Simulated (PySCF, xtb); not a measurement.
C4H9O, SMILES [OH+]=C(CC)C, charge +1.

GFN2-xTB (xtb 6.7.1) at its own geometry gives an orbital gap of 3.35 eV.

Geometry optimised at PBE0-D3(BJ)/def2-SVP. The isomer is the one that the SMILES or the coordinates give; other isomers of the formula were not compared. The values are those of a single conformer.

Task: What does PySCF with PBE/def2-TZVP give? (Estimate from the structure and the level; the computed values follow.)

Result: gap 4.94 eV (levels -13.66 and -8.71 eV).
